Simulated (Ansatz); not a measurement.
C2H5NSi can be A, `C1=C[SiH2]N1`, or B, `C[SiH]1C=N1`.

Calculated with Ansatz (gas phase, PBE0-D4/def2-TZVP geometries, no zero-point term in ΔE). CBS: MP2 limit from def2 TZ/QZ plus the TZ coupled-cluster correction, frozen cores. DFT in def2-TZVPP. B3LYP here is the variant with VWN-RPA as its local correlation; programs differ in this.

Q: Which isomer does CCSD(T)/CBS put lower? Give the gap. (Estimate.)

A: Ansatz gave: A, by 37.9 kJ/mol.

Q: Give E(B) − E(A) in kJ/mol with PBE-D4, B3LYP-D4, PBE0-D4, ωB97M-V, CCSD(T)/def2-SVP, CCSD/def2-TZVPP, MP2/def2-TZVPP. (An estimate is asked.)

A: The calculation gave: PBE-D4 34.6, B3LYP-D4 35.9, PBE0-D4 41.8, ωB97M-V 35.5, CCSD(T)/def2-SVP 33.6, CCSD/def2-TZVPP 36.6, MP2/def2-TZVPP 38.4. None reverses the order clearly.

Q: Does the order hold for the free energy at 298.15 K (harmonic terms from PBE0-D4)? (An estimate is asked.)

A: The calculation gave: Yes: G(B) − G(A) = +33.4 kJ/mol.

Largest T1 diagnostic: 0.014.

From PBE to PBE0 (25 % exact exchange), in def2-TZVPP and without D4, E(B) − E(A) moves by +7.5 kJ/mol. In def2-TZVPP, CCSD(T) changes the Hartree–Fock value by −9.2 kJ/mol (the triples alone add −2.2 kJ/mol) and MP2 by −5.2 kJ/mol.
